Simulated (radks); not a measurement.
Results of a calculation; reference values are marked as such.
The aluminium anion Al- inside a hard spherical wall (all orbitals vanish at R), configuration held at [Ne] 3s2 3p2 and not refilled when levels cross. Code: a radial shooting solver on a logarithmic mesh with Libxc functionals. Model: non-relativistic Kohn-Sham, PBEsol, spin-polarised, spherical densities, point nucleus; open shells are filled with parallel spins first. Eigenvalues in eV for spin up, with the zero of energy where the potential of the charges vanishes at infinity; a dash marks a level that is unbound or too diffuse for the functional's potential to be trusted. A positive occupied level is held by the wall or, in an anion where self-interaction has pushed it up, behind a barrier. The pressure on the wall is -dE/dV.

| R (bohr) | E (hartree) | kinetic (hartree) | e(2s) | e(2p) | e(3s) | e(3p) | e(4s, empty) | e(4p, empty) | pressure (GPa) |
|---|---|---|---|---|---|---|---|---|---|
| 15 | -241.76635 | 241.316 | -101.88 | -64.072 | -2.898 | 1.501 | 2.474 | 3.281 | 0.00681 |
| 7 | -241.70342 | 241.536 | -98.876 | -61.062 | -0.825 | 3.817 | 9.828 | 13.390 | 2.05 |
| 4 | -241.00096 | 243.624 | -87.586 | -49.769 | 7.816 | 14.657 | 43.093 | 50.069 | 114 |
| 3.5 | -240.46643 | 244.999 | -82.703 | -44.884 | 12.952 | 20.840 | 61.577 | 69.183 | 275 |
| 2.5 | -237.30028 | 252.396 | -65.528 | -27.608 | 40.033 | 51.263 | 148.75 | 154.85 | 2340 |
| 2 | -232.18564 | 263.753 | -48.470 | -9.957 | 80.999 | 93.463 | 263.27 | 261.81 | 9400 |
| 1.5 | -217.13163 | 295.683 | -12.604 | 28.442 | 194.36 | 200.60 | 541.80 | 510.55 | 54900 |
